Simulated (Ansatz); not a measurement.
`[NH2][Al]([OH])[Br]`. Total charge 0; spin multiplicity 1. Geometry: relaxed with PBE0-D4/def2-TZVP. It is one conformer, not always the lowest.

```xyz
7

N    -0.572    0.826   -0.724
Al    0.041   -0.215    0.549
O     1.232   -1.388    0.327
Br   -0.802    0.013    2.617
H    -0.276    0.819   -1.686
H    -1.284    1.522   -0.577
H     1.661   -1.576   -0.505
```

Task: What is the dipole moment at PBE/def2-TZVPP? (Best estimate.)

Result: Ansatz gave: 3.21 D, with components (0.24, 0.73, -3.12) D in this frame, pointing from negative to positive charge.

Task: And with r2SCAN, B3LYP, ωB97M-V? (Best estimate.)

Result: Computed: r2SCAN 3.32 D, B3LYP 3.30 D, ωB97M-V 3.34 D.

Task: Give the Mulliken charges with PBE, ωB97M-V, B3LYP in def2-TZVPP. (Estimate.)

Result: Ansatz gave: 
| atom | PBE | ωB97M-V | B3LYP |
| --- | --- | --- | --- |
| N1 | -0.39 | -0.36 | -0.40 |
| Al2 | 0.53 | 0.60 | 0.62 |
| O3 | -0.35 | -0.38 | -0.39 |
| Br4 | -0.24 | -0.24 | -0.26 |
| H5 | 0.14 | 0.10 | 0.13 |
| H6 | 0.15 | 0.12 | 0.14 |
| H7 | 0.17 | 0.16 | 0.17 |

B3LYP here is the variant with VWN-RPA as its local correlation; programs differ in this.
